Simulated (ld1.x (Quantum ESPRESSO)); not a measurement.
# Which change was made? (Ru, TM)

* Element: ruthenium (Ru)
* Generator: ld1.x (Quantum ESPRESSO) 7.5
* Type: norm-conserving Troullier–Martins (Kleinman–Bylander form)
* Functional: PBEsol
* Relativity: scalar-relativistic
* Frozen core: [Ar] 3d10 4s2
* Valence charge: 14
* Reference configuration: 4p6 4d6 5s2 5p0
* Partial waves: 5s (bound): rc 2.90 bohr; 4d (bound): rc 1.30 bohr; 4p (bound): rc 1.30 bohr
* Local potential: the p channel
* Core correction: a·sin(br)/r model core inside 1.30 bohr

Cutoffs, loose and tight: the cutoffs (Ry, on a coarse ladder) from which the occupation-weighted sum of valence levels, in a spherical-Bessel basis at the reference potential, stays within 10 and 1 mRy of its value at 400 Ry. They do not see the model core or the augmentation charge, which bear on the density cutoff. Test errors are all-electron minus pseudo excitation energies from the reference, over the configurations 4p6 4d7 5s1 5p0; 4p6 4d7 5s0 5p0; 4p6 4d6 5s0 5p0; 4p6 4d7 5s0 5p1; 4p6 4d6 5s1 5p1; 4p5 4d7 5s1 5p0; 4p6 4d8 5s0 5p0; variants that change the core or the reference have their own tests.

The base gives: outcome: generated; cutoff, loose: 80 Ry; cutoff, tight: 140 Ry; bound ghosts: s; largest test error (meV): -81.

**Question.** After one change the result is: outcome: generated; cutoff, loose: 160 Ry; cutoff, tight: 260 Ry; bound ghosts: s; largest test error (meV): -84. Which change was it?
A. wave 4d (bound): rc 1.30 bohr becomes 4d (bound): rc 1.12 bohr
B. wave 4d (bound): rc 1.30 bohr becomes 4d (bound): rc 0.96 bohr
C. wave 4d (bound): rc 1.30 bohr becomes 4d (bound): rc 0.86 bohr

**Answer.** B. The others give: wave 4d (bound): rc 1.30 bohr becomes 4d (bound): rc 1.12 bohr → outcome: generated; cutoff, loose: 100 Ry; cutoff, tight: 140 Ry; bound ghosts: s; largest test error (meV): -82 | wave 4d (bound): rc 1.30 bohr becomes 4d (bound): rc 0.86 bohr → outcome: generated; cutoff, loose: 300 Ry; cutoff, tight: over 300 Ry; bound ghosts: s; largest test error (meV): -85.
